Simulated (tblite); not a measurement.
Species: C₄H₉ClO₃Si.
Z-matrix (Å and degrees, GFN2-xTB geometry), rows numbered from 1:
```
C 
O   1  1.4160
C   2  1.3875  1  113.45
C   3  1.5101  2  118.83  1   -81.79
Cl  4  1.7468  3  119.36  2   141.33
C   4  1.5014  3   60.20  2  -108.54
O   6  1.3615  3  121.23  4  -106.19
Si  7  1.6442  6  128.44  3   -68.72
O   8  1.6176  7  112.89  6    50.18
H   1  1.0934  2  111.22  3    60.29
H   1  1.0948  2  110.73  3   -61.14
H   1  1.0876  2  106.29  3   179.71
H   3  1.0894  2  114.48  1    63.19
H   4  1.0814  3  117.83  6   106.68
H   6  1.0874  3  115.60  4   108.48
H   8  1.4586  7  111.57  6   -67.08
H   8  1.4527  7   97.48  6   170.38
H   9  0.9608  8  118.33  7    14.47
```

Level: GFN2-xTB in tblite, geometry and Hessian alike; calculated harmonic values, unscaled, isolated species. Against measured fundamentals such values can be off by several per cent, at times by over 20. Modes of hydrogen on silicon can be 10 to 20 % off. One conformer, not necessarily the lowest.

Harmonic wavenumbers (cm⁻¹): 38.8, 80.4, 104.0, 122.2, 130.9, 158.1, 177.7, 254.9, 272.0, 320.6, 346.5, 390.1, 428.5, 576.0, 606.2, 640.5, 718.1, 752.2, 795.7, 802.4, 877.1, 886.2, 924.4, 939.4, 992.9, 1011.9, 1022.9, 1066.8, 1116.7, 1126.2, 1152.3, 1172.8, 1198.1, 1258.8, 1290.5, 1394.1, 1404.2, 1460.4, 1480.2, 2284.8, 2347.5, 2937.2, 2958.6, 2964.1, 2981.7, 3036.3, 3061.8, 3533.9.

A = 1790, B = 712.4, C = 535.5 MHz; mass 168.001 u (most abundant isotopes); point group C1, symmetry number 1.

What is the zero-point energy?

Half the sum of the wavenumbers: 27799 cm⁻¹ = 79.48 kcal/mol.

What is S at 500 K and 1 bar for an ideal gas of classical rigid rotors and harmonic oscillators?

Translation 43.86, rotation 32.07, vibration 56.84: S = 132.8 cal/(mol K).

And Cp and H(500 K) − H(0)?

Cp = 59.80 cal/(mol K), of which vibrations give 51.85 (their classical limit is 48 R = 95.4); H(500 K) − H(0) = 18.17 kcal/mol without the zero-point energy, 14.19 from vibrations.

Which modes carry the vibrational entropy at 500 K?

38.8 cm⁻¹: 6.34; 80.4 cm⁻¹: 4.90; 104.0 cm⁻¹: 4.39; 122.2 cm⁻¹: 4.07; 130.9 cm⁻¹: 3.94; 158.1 cm⁻¹: 3.57 cal/(mol K); the other 42 give 29.61 together.

Blend soft modes into free rotors: weight 1/[1 + (100 cm⁻¹/ν̃)⁴] for the oscillator and the rest for a rotor with moment μB/(μ + B), μ = h/(8π²ν), B = 10⁻⁴⁴ kg m². What vibrational entropy results?

52.79 cal/(mol K) in place of 56.84, which changes −T·S at 500 K by +2.02 kcal/mol.

How do the functions run with temperature in this model?

```tsv
T (K)	S (cal/(mol K))	Cp (cal/(mol K))	H − H(0) (kcal/mol)	G − H(0) (kcal/mol)	ln q(vib)
50	61.3	14.4	0.52	-2.55	0.62
100	73.6	21.5	1.43	-5.93	2.09
298.15	106.5	42.2	7.75	-24.00	8.36
373.15	116.8	49.6	11.20	-32.37	10.62
750	159.8	73.2	34.94	-84.90	21.13
1000	182.1	81.6	54.36	-127.72	27.29
```

q(vib) and H(0) count from the zero-point level.

Hindered rotation and anharmonicity are outside this model. Other conformers, if any are populated, would add a mixing term that is left out. The structure is chiral; the term R ln 2 for an equal mix with its mirror image is left out.
